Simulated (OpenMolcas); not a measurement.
## Computed transition rates of As III

```yaml
Program: OpenMolcas
Method: "SS-RASPT2, IPEA 0.25 Eh, imaginary shift 0.1 Eh (closed shells correlated: 3d 4s)"
Basis: ANO-RCC-VQZP [7s6p4d2f1g]
Scalar_Hamiltonian: DKH2, point nucleus
Active_space: 1 electron in 9 orbitals (RAS2 4p; RAS3 4d 5s, at most 1 electron)
State_averaging: 2S+1 = 2 odd, 3 roots; 2S+1 = 2 even, 6 roots
Spin-orbit_coupling: RASSI with atomic mean-field integrals over the reference wave functions, term energies averaged over their components
```

Rates come from the transition moments of the reference wave functions (E1 and E2 in the length form). At fixed line strength A goes as λ^-3 for E1 and M1 and as λ^-5 for E2, so a rate at the computed wavelength can be rescaled to the measured one. Measured vacuum wavelengths follow from level energies in Moore, Atomic Energy Levels, vol. II, NSRDS-NBS 35 (1971 reprint of NBS Circular 467, 1952). Branching counts decays inside the model space alone, at computed energies, and the table is only a selection of the E1 lines, drawn from those between levels with measured partners whose computed energy lies within a factor of 1.5 of the measured one.

```tsv
Upper	Lower	Type	λ computed (nm)	λ measured (nm)	A computed (s-1)	A rescaled (s-1)	Branching %
4s2 4d 2D 3/2	4s2 4p 2P* 1/2	E1	91.49	85	4.28e+09	5.34e+09	84.3
4s2 5s 2S 1/2	4s2 4p 2P* 3/2	E1	96.28	96.38	1.88e+09	1.87e+09	65.0
4s2 5s 2S 1/2	4s2 4p 2P* 1/2	E1	93.93	93.73	1.01e+09	1.02e+09	35.0
4s2 4d 2D 3/2	4s2 4p 2P* 3/2	E1	93.71	87.18	7.96e+08	9.89e+08	15.7
```

The largest correction is for 4s2 4d 2D 3/2 → 4s2 4p 2P* 1/2 (E1): 4.28e+09 × (91.49 / 85)^3 = 5.34e+09 s-1, a factor of 1.25.

The computed rate and branching of 4s2 4d 2D 3/2 → 4s2 4p 2P* 1/2 give the upper level a radiative lifetime of 0.843 / 4.28e+09 s-1 = 1.97e-10 s, counting decays inside the model space alone.

No measured rate stands beside these. Rescaling mends the energy factor alone: line strengths can still be far off where a level mixes with configurations outside the active space, and weak or spin-changing lines hang on small mixing coefficients that depend on the term gaps too, so rescaling need not improve them.

Term energies are means over components that CASPT2 splits; among the terms shown or strongly mixed into the levels shown the widest spread is 420 cm-1 (4s2 4d 2D). ANO sets are built for valence states and can reach diffuse excited orbitals poorly, and with the s shell closed the s pⁿ⁺¹ terms that mix with these levels are absent. With one active electron, CASPT2 adds the correlation within the correlated inactive shells and between them and that electron, and leaves the splitting within a term as the reference gives it. Computed and measured levels are paired by configuration, term and J; levels that our copy of the source lacks, or whose pairing is in doubt (as where it misses far off the trend of its configuration), stay unpaired. Levels of configurations outside the active space are missing.

* marks odd parity.
